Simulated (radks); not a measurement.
Task: These are the eigenvalues of the occupied orbitals of an atom or ion with whole-number occupations (eV). All-electron calculation, scalar-relativistic Kohn-Sham, SCAN, spin-polarised, spherical densities, finite nucleus; meta-GGA in the generalised Kohn-Sham scheme; Fermi nuclear charge, rms radius of each element as measured or else 0.836 A^(1/3) + 0.57 fm. Program: a radial shooting solver on a logarithmic mesh with Libxc functionals.

| orbital | eigenvalue |
|---|---|
| 1s down | -63587.46 |
| 1s up | -63587.45 |
| 2s up | -11077.51 |
| 2s down | -11077.37 |
| 2p up | -9775.022 |
| 2p down | -9774.921 |
| 3s up | -2735.681 |
| 3s down | -2732.799 |
| 3p up | -2342.209 |
| 3p down | -2339.196 |
| 3d up | -1869.068 |
| 3d down | -1866.608 |
| 4s up | -766.1413 |
| 4s down | -760.2421 |
| 4p up | -634.9540 |
| 4p down | -629.1688 |
| 4d up | -463.0334 |
| 4d down | -457.2506 |
| 5s up | -288.9452 |
| 5s down | -286.2896 |
| 4f up | -271.4345 |
| 4f down | -265.5154 |

Which element is it, and in what charge state? The configuration may be excited. Open shells, if any, are filled with parallel spins first.

Result: Z = 71, lutetium, charge +13: Lu13+ in [Kr] 4d10 4f10 5s2. The list shows which subshells hold electrons but not how many an open one holds; the 1s level, -2336.8 hartree, gives Z - s = 68.4 by -(Z - s)^2/2, which with screening and relativity narrows Z to a few neighbours, and the depths of the outer levels then fix element, charge and occupations together.
